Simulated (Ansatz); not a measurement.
Bond stretch in BH, singlet.

Level of theory: CCSDT(Q) on UHF/aug-cc-pVTZ, frozen core in Ansatz (a program for electronic structure).

The batch members p0 to p7 hold the bond at 0.99, 1.04, 1.12, 1.16, 1.22, 1.24, 1.28, 1.31 Å.

Ansatz input:

Ansatz 0.2 input:
```yaml
# input.yaml
basis:
  gaussian: { orbitals: aug-cc-pvtz }
correlation:
  method: ccsdt_q
  electrons: outside_noble_gas
scf:
  omitted_lower_state_checks: [cluster_reference, increment]
batch:
  members: [p0.yaml, p1.yaml, p2.yaml, p3.yaml, p4.yaml, p5.yaml, p6.yaml, p7.yaml]

# p4.yaml, one of the 8 members of this batch
crystal:
  periodic: [false, false, false]
  atoms:
    - { symbol: B, position_ang: [0.0, 0.0, 0.0] }
    - { symbol: H, position_ang: [0.0, 0.0, 1.22] }
total_charge: 0
magnetization:
  spin_polarized: true
```

Lines of the output on each member:

```
Member 1: Total energy: -686.08333244 eV, -25.2130974230 hartree
Member 1: Checks for a lower state left out: cluster_reference, increment
Member 3: Total energy: -686.53565833 eV, -25.2297200931 hartree
Member 3: Checks for a lower state left out: cluster_reference, increment
Member 0: Total energy: -685.70294153 eV, -25.1991183150 hartree
Member 0: Checks for a lower state left out: cluster_reference, increment
Member 2: Total energy: -686.44283519 eV, -25.2263089055 hartree
Member 2: Checks for a lower state left out: cluster_reference, increment
Member 6: Total energy: -686.57993864 eV, -25.2313473645 hartree
Member 6: Checks for a lower state left out: cluster_reference, increment
Member 4: Total energy: -686.59456563 eV, -25.2318848962 hartree
Member 4: Checks for a lower state left out: cluster_reference, increment
Member 5: Total energy: -686.59675869 eV, -25.2319654900 hartree
Member 5: Checks for a lower state left out: cluster_reference, increment
Member 7: Total energy: -686.55150214 eV, -25.2303023422 hartree
Member 7: Checks for a lower state left out: cluster_reference, increment
```

The unrestricted determinant behind UCCSDT(Q) is spin-contaminated at 0.99 to 4.94 Å (<S²> up to 1.0, against 0.00 for a pure singlet).
